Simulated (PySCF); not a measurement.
Br4OW, multiplicity 1. Atoms are numbered in the order given.

```xyz
6

W      0.0000     0.0000     0.3821
O      0.0000     0.0000     2.0782
Br     0.0000     0.0000    -2.1713
Br     2.0853    -1.2040     0.2962
Br    -2.0853    -1.2040     0.2962
Br     0.0000     2.4079     0.2962
```
Charge 0, spin multiplicity 1.

Geometry optimised at PBE0-D3(BJ)/def2-SVP. The spin state was assumed, not searched. The def2 effective core potentials stand for the cores of W; spin–orbit coupling is left out.

All values below come from PBE/def2-TZVP run with PySCF.

ESP charges are fitted to the potential on shells at 1.4 to 2.0 van der Waals radii. Atomic charges (e):

| atom | Mulliken | ESP fit |
|---|---|---|
| W1 | 0.99 | [?] |
| O2 | -0.28 | [?] |
| Br3 | -0.28 | [?] |
| Br4 | -0.14 | [?] |
| Br5 | -0.14 | [?] |
| Br6 | -0.14 | [?] |

Question: What belongs in the gaps? (Estimate from the structure and the level; the computed values follow.)

Answer: 
- W1, ESP fit: 0.15
- O2, ESP fit: -0.20
- Br3, ESP fit: -0.20
- Br4, ESP fit: 0.08
- Br5, ESP fit: 0.08
- Br6, ESP fit: 0.08
